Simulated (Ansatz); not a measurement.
Gas-phase electronic energies from Ansatz, PBE0-D4/def2-TZVP geometries. CCSD(T)/CBS is the MP2 limit (def2-TZVPP, def2-QZVPP) plus CCSD(T) − MP2 in def2-TZVPP, frozen cores. This one scheme is used for every species. DFT in def2-TZVPP. No spin–orbit coupling; open shells (•) take unrestricted orbitals. For Ga outer-core shells are correlated without core-valence functions, which leaves a few kJ/mol of doubt a bond. Scalar relativity is left out up to krypton.

`[SH][GaH2]` → `[GaH2]`• + `[SH]`•  (homolysis of the Ga–S bond)

```csv
level,ΔE (kJ/mol)
r2SCANh-D4,378.2
CAM-B3LYP-D4,373.1
PBE,381.4
MP2/def2-TZVPP,398.2
```

**Question.** What does CCSD(T)/CBS give? (Best estimate.)

**Answer.** Computed: +399.9 kJ/mol. The listed levels differ from it by -21.7, -26.8, -18.5, -1.7 kJ/mol.

Largest T1 diagnostic among the species: 0.015.

In def2-TZVPP, CCSD(T) changes the Hartree–Fock value by +106.3 kJ/mol (the triples alone add +10.6 kJ/mol) and MP2 by +122.8 kJ/mol; breaking electron pairs costs correlation energy, which Hartree–Fock lacks. From r2SCAN to r2SCAN0 (25 % exact exchange), in def2-TZVPP and without D4, ΔE moves by −6.2 kJ/mol: exact exchange takes away binding that semilocal exchange gives to molecules. The D4 term adds +8.9 kJ/mol with B3LYP and +4.6 kJ/mol with PBE0; it sums over pairs of atoms, weighted by their polarisabilities, and B3LYP, whose exchange is more repulsive, gets the larger term.

B3LYP here is the variant with VWN-RPA as its local correlation; programs differ in this.
